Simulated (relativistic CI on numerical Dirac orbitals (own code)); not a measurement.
## Crystal-field levels of Re4+, 5d3

Calculated by Dirac-Coulomb-Breit CI, KLI orbitals optimised for each configuration, model QED (radiative potential, 1s self-energy scaled to tabulated hydrogen-like ionisation energies), valence Slater integrals scaled by 0.9, one configuration in a parametric crystal field (own radial code). With so little scaling, terms lie 10 to 35 % too far apart, which can change the order of excited levels.

Field parameters in Wybourne normalisation: Oh B⁴₀ = 21Dq, B⁴₄ = √(5/14) B⁴₀; Td as Oh with Dq negative (B⁴₀ = 21Dq, B⁴₄ = √(5/14) B⁴₀). The field is a parameter set, without covalency.

S and J are read from ⟨S²⟩ = S(S + 1) and ⟨J²⟩ = J(J + 1) of each level; they are not fictitious spins.

Td, 10Dq = -12100 cm⁻¹, the lowest 16 levels:

```csv
E (cm⁻¹),Degeneracy,Irrep,S,J
0.0,4,Γ8,1.31,2.46
3563,2,Γ7,1.49,2.73
6247,4,Γ8,1.45,3.38
8849,2,Γ6,1.45,4.01
9380,4,Γ8,0.85,3.51
13262,4,Γ8,1.26,3.36
13986,2,Γ7,1.22,3.35
15230,2,Γ6,1.03,4.04
17106,4,Γ8,1.00,4.15
18856,2,Γ6,0.92,2.84
20080,4,Γ8,1.04,2.69
20513,2,Γ7,0.93,3.48
20627,4,Γ8,1.14,4.27
21547,2,Γ6,1.07,3.75
23771,4,Γ8,0.86,3.92
27016,2,Γ6,1.25,2.48
```

Td, 10Dq = -6650 cm⁻¹, the lowest 16 levels:

| E (cm⁻¹) | Degeneracy | Irrep | S | J |
| --- | --- | --- | --- | --- |
| 0.0 | 4 | Γ8 | 1.40 | 1.95 |
| 3220 | 2 | Γ7 | 1.48 | 2.65 |
| 5618 | 4 | Γ8 | 1.46 | 3.04 |
| 8618 | 2 | Γ6 | 1.44 | 3.95 |
| 9469 | 4 | Γ8 | 1.37 | 3.40 |
| 10243 | 2 | Γ7 | 1.39 | 3.38 |
| 11425 | 4 | Γ8 | 1.03 | 3.82 |
| 11968 | 2 | Γ6 | 1.29 | 3.96 |
| 14668 | 4 | Γ8 | 1.06 | 3.93 |
| 16639 | 4 | Γ8 | 1.10 | 3.15 |
| 16889 | 2 | Γ6 | 1.07 | 2.12 |
| 18253 | 4 | Γ8 | 1.13 | 3.80 |
| 19012 | 2 | Γ7 | 0.70 | 3.50 |
| 19278 | 2 | Γ6 | 0.89 | 3.98 |
| 20546 | 4 | Γ8 | 0.96 | 4.20 |
| 23006 | 2 | Γ6 | 0.90 | 3.48 |

Oh, 10Dq = 25350 cm⁻¹, the lowest 10 levels:

```json
{"E (cm⁻¹)": "0.0", "Degeneracy": "4", "Irrep": "Γ8", "S": "1.47", "J": "3.12"}
{"E (cm⁻¹)": "13742", "Degeneracy": "4", "Irrep": "Γ8", "S": "0.66", "J": "3.79"}
{"E (cm⁻¹)": "15153", "Degeneracy": "4", "Irrep": "Γ8", "S": "0.55", "J": "3.83"}
{"E (cm⁻¹)": "16360", "Degeneracy": "2", "Irrep": "Γ6", "S": "0.57", "J": "3.50"}
{"E (cm⁻¹)": "23461", "Degeneracy": "2", "Irrep": "Γ7", "S": "1.12", "J": "3.27"}
{"E (cm⁻¹)": "24159", "Degeneracy": "4", "Irrep": "Γ8", "S": "1.11", "J": "3.63"}
{"E (cm⁻¹)": "26368", "Degeneracy": "2", "Irrep": "Γ7", "S": "1.14", "J": "3.46"}
{"E (cm⁻¹)": "26807", "Degeneracy": "4", "Irrep": "Γ8", "S": "1.40", "J": "3.01"}
{"E (cm⁻¹)": "27658", "Degeneracy": "2", "Irrep": "Γ6", "S": "1.46", "J": "3.51"}
{"E (cm⁻¹)": "27743", "Degeneracy": "4", "Irrep": "Γ8", "S": "1.10", "J": "3.58"}
```

The free-ion ground term has S = 3/2. Every field shown keeps that spin.

Levels of this model without a field, named by their leading LS term: 4F_3/2 0, 4F_5/2 4154, 4F_7/2 8063, 4F_9/2 11220, 4P_3/2 13745, 4P_1/2 15301, 2G_7/2 19132, 2H_9/2 19716 cm⁻¹.
